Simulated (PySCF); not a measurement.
Ge(H)(F)(NH2)2 (FGeH₅N₂), SMILES [NH2][GeH]([NH2])[F].

Coordinates come from a PBE0-D3(BJ)/def2-SVP optimisation. The structure was generated by enumeration, and PubChem lists no compound with its InChIKey, so it may never have been made. The values are those of a single conformer.

Computed with TDDFT-LC-ωPBE/def2-SVPD (PySCF).

Vertical excitations. Gas-phase values at a fixed geometry.

Computed UV-visible absorptions:
```
state  energy (eV)  λ (nm)      f                                                                    main pairs
-----  -----------  ------  -----  ----------------------------------------------------------------------------
S1            7.34     169  0.056                                              HOMO→LUMO 59 %, HOMO→LUMO+1 23 %
S2            7.63     163  0.067                        HOMO−1→LUMO 46 %, HOMO−1→LUMO+1 16 %, HOMO→LUMO+1 14 %
S3            8.33     149  0.008                                                              HOMO→LUMO+2 79 %
S4            8.80     141  0.026     HOMO−1→LUMO+1 37 %, HOMO−1→LUMO+2 24 %, HOMO→LUMO+3 10 %, HOMO→LUMO+1 8 %
S5            8.96     138  0.132         HOMO→LUMO+1 30 %, HOMO→LUMO 20 %, HOMO−1→LUMO+1 15 %, HOMO→LUMO+3 5 %
S6            9.08     137  0.072                                                              HOMO→LUMO+3 57 %
S7            9.15     136  0.051                     HOMO−1→LUMO+2 36 %, HOMO−1→LUMO+3 34 %, HOMO−1→LUMO+1 7 %
S8            9.24     134  0.009       HOMO−1→LUMO+3 25 %, HOMO−1→LUMO 14 %, HOMO→LUMO+7 12 %, HOMO→LUMO+5 9 %
S9            9.34     133  0.045         HOMO→LUMO+5 31 %, HOMO−1→LUMO+7 9 %, HOMO→LUMO+3 9 %, HOMO→LUMO+7 7 %
S10           9.59     129  0.002  HOMO→LUMO+4 17 %, HOMO−1→LUMO+5 14 %, HOMO−1→LUMO+4 14 %, HOMO−1→LUMO+3 14 %
T1            6.76     183      0                                              HOMO→LUMO 45 %, HOMO→LUMO+1 29 %
T2            7.08     175      0    HOMO−1→LUMO 38 %, HOMO−1→LUMO+1 17 %, HOMO−1→LUMO+3 12 %, HOMO→LUMO+1 11 %
T3            7.94     156      0                                          HOMO→LUMO+2 52 %, HOMO−1→LUMO+2 13 %
T4            8.10     153      0       HOMO−1→LUMO+2 42 %, HOMO→LUMO+2 11 %, HOMO−1→LUMO+1 11 %, HOMO→LUMO 6 %
```
Triplets are in the Tamm–Dancoff approximation, which puts them higher than full response would, so one can lie above its singlet here.
